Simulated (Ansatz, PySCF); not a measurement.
Cl2H2MoN2, SMILES [NH]=[Mo]([Cl])([Cl])=[NH], multiplicity 1. Atoms are numbered in the order given.

```xyz
7

Mo     0.0000     0.0000    -0.1829
N      0.0000     1.3854    -1.1826
H      0.0000     1.8699    -2.0795
N      0.0000    -1.3854    -1.1826
H      0.0000    -1.8699    -2.0795
Cl     1.9475     0.0000     1.0095
Cl    -1.9475     0.0000     1.0095
```

Geometry: PBE0-D3(BJ)/def2-SVP. The multiplicity is an assumed one; no other spin state was optimised. The structure was generated by enumeration; whether it is a known compound was not checked. The def2 effective core potentials stand for the cores of Mo; spin–orbit coupling is left out.

Two levels are set side by side: PBE-D3(BJ)/def2-SVP (Ansatz, a first-principles code) and PBE0-D3(BJ)/def2-SVP (Ansatz). Each level has its own optimised geometry; the coordinates shown are those of the second. Frequencies come from the Hessian of PySCF at each geometry. Differences are taken from unrounded values.

```csv
quantity,PBE0-D3(BJ)
mean bond length (Å),1.670
bond Mo1–N2 (Å),1.708
bond Mo1–N4 (Å),1.708
bond Mo1–Cl6 (Å),2.284
bond Mo1–Cl7 (Å),2.284
bond N2–H3 (Å),1.019
bond N4–H5 (Å),1.019
highest harmonic wavenumber (cm⁻¹),3622
mean harmonic wavenumber (cm⁻¹),905
zero-point energy (kcal/mol),19.41
```

Task: What does PBE-D3(BJ) give, and how far is it from PBE0-D3(BJ)? (The exact figures need the calculation; the answer reports its results.)

Result: 
```csv
quantity,PBE-D3(BJ),PBE-D3(BJ) minus PBE0-D3(BJ)
mean bond length (Å),1.685,0.015
bond Mo1–N2 (Å),1.732,0.024
bond Mo1–N4 (Å),1.732,0.024
bond Mo1–Cl6 (Å),2.294,0.011
bond Mo1–Cl7 (Å),2.294,0.011
bond N2–H3 (Å),1.028,0.009
bond N4–H5 (Å),1.028,0.009
highest harmonic wavenumber (cm⁻¹),3498,-124
mean harmonic wavenumber (cm⁻¹),867,-38
zero-point energy (kcal/mol),18.58,-0.82
```

Exact exchange shortens and stiffens bonds; PBE has none. Differences between two approximate levels are no errors against the true value.
